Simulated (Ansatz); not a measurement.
Stretching the Be1–Cl3 bond in BeClF (SMILES [F][Be][Cl]) (multiplicity 1 held, fragments rigid). Energies count from the point at 1.810 Å.
Geometry at that point (charge 0, multiplicity 1):
```xyz
3

Be     0.000     0.000    -0.613
F      0.000     0.000    -1.988
Cl     0.000     0.000     1.197
```

U- levels take the lowest unrestricted solution at each point, which mixes spins at long bonds. Active spaces are followed from a long bond inwards. Levels need not reach the same state.

Frozen-core correlation.

Programs: Ansatz (a program for electronic structure). 

Problem. What energy at R = 5.792 Å does CASSCF(6,4)/aug-cc-pV(D+d)Z give?

Solution. 109.4 kcal/mol

Problem. What is the computed energy at R = 5.792 Å (U-CCSD/aug-cc-pV(D+d)Z)?

Solution. 121.3 kcal/mol

Problem. Estimate the energy at R = 5.792 Å that FIC-MRCISD+Q on CASSCF(6,4)/aug-cc-pV(D+d)Z returns for this input.

Solution. 121.9 kcal/mol

Doubts at one or more of the structures used: a spin-contaminated determinant (U-CCSD/aug-cc-pV(D+d)Z); active orbitals that take no part (CASSCF(6,4)/aug-cc-pV(D+d)Z, FIC-MRCISD+Q on CASSCF(6,4)/aug-cc-pV(D+d)Z).
